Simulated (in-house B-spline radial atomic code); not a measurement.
**Ionising the potassium ion K³⁺ with different functionals**

Computed with a B-spline radial code for spherical atoms: scalar-relativistic (spin-free X2C) Hamiltonian, Fermi nucleus of rms radius 3.4349 fm, spin-polarised at highest spin, spherical fractional occupations for the functionals, the average over the highest-spin determinants for Hartree-Fock. The ionisation energy is the difference of two self-consistent energies, [Ne] 3s2 3p4 → [Ne] 3s2 3p3, without Breit or QED terms; ε is the level of the shell that loses the electron (its least bound occupied spin orbital).

Hybrids are left out here: with spherical fractional occupations of an open shell their exact exchange keeps a self-interaction that integer-occupation calculations don't have.

```tsv
method	rung	ΔSCF (eV)	-ε(3p) (eV)
Hartree-Fock	Hartree-Fock	59.25	60.05
LDA VWN5	LDA	61.02	53.39
LDA PW92	LDA	61.02	53.39
LDA exchange-only	LDA	58.82	51.39
PBE	GGA	60.67	53.14
PBEsol	GGA	60.62	53.10
BLYP	GGA	?	?
RPBE	GGA	?	?
PW91	GGA	60.79	53.25
BP86	GGA	60.88	53.30
AM05	GGA	60.65	53.12
OLYP	GGA	60.52	53.07
TPSS	meta-GGA	60.57	53.14
SCAN	meta-GGA	60.28	53.07
r2SCAN	meta-GGA	60.26	53.04
revTPSS	meta-GGA	60.48	53.08
```

Q: What does BLYP give?

A: ΔSCF 60.70 eV, and -ε(3p) = 53.05 eV.

Q: What does RPBE give?

A: ΔSCF 60.57 eV, and -ε(3p) = 53.08 eV.

Q: How do they compare with the NIST value?

A: NIST lists 60.92 eV ± 0.019 (semi-empirical, ground level to ground level). Errors run from -2.10 to +0.11 eV; BP86 is closest (-0.04 eV), but part of that can be cancellation, since the calculations leave out spin-orbit coupling, Breit-QED terms, multiplet and fine-structure energies. Hartree-Fock also lacks correlation.
